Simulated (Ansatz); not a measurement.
One change: `COC[SiH2]O` becomes `BBCOC`.

Ansatz, PBE0-D4/def2-TZVP geometries, multiplicity 1. Each molecule was computed in one conformer, which needn't be the lowest.

```tsv
property	`COC[SiH2]O`
LUMO energy (PBE0/def2-TZVPP) / eV	0.23
HOMO–LUMO gap (ωB97M-V/def2-TZVPP) / eV	11.50
size of the dipole moment (PBE/def2-TZVPP) / D	1.86
HOMO–LUMO gap (B3LYP/def2-TZVPP) / eV	7.05
LUMO energy (PBE/def2-TZVPP) / eV	-0.67
HOMO energy (B3LYP/def2-TZVPP) / eV	-7.08
```

(1) What does the change do to each property? (Best estimate.)

Answers

(1) The calculation gave: 
```json
{"property": "LUMO energy (PBE0/def2-TZVPP) / eV", "`BBCOC`": "-1.70", "shift": "-1.93"}
{"property": "HOMO–LUMO gap (ωB97M-V/def2-TZVPP) / eV", "`BBCOC`": "10.11", "shift": "-1.39"}
{"property": "size of the dipole moment (PBE/def2-TZVPP) / D", "`BBCOC`": "1.44", "shift": "-0.42"}
{"property": "HOMO–LUMO gap (B3LYP/def2-TZVPP) / eV", "`BBCOC`": "5.34", "shift": "-1.71"}
{"property": "LUMO energy (PBE/def2-TZVPP) / eV", "`BBCOC`": "-2.71", "shift": "-2.04"}
{"property": "HOMO energy (B3LYP/def2-TZVPP) / eV", "`BBCOC`": "-7.26", "shift": "-0.18"}
```

With PBE0 the HOMO falls by 0.21 eV and the LUMO falls by 1.93 eV, so the gap narrows by about 1.72 eV. PBE moves the HOMO by -0.11 eV and ωB97M-V by -0.30 eV. Dipoles are sizes alone; their direction can turn.

B3LYP here is the variant with VWN-RPA as its local correlation; programs differ in this.
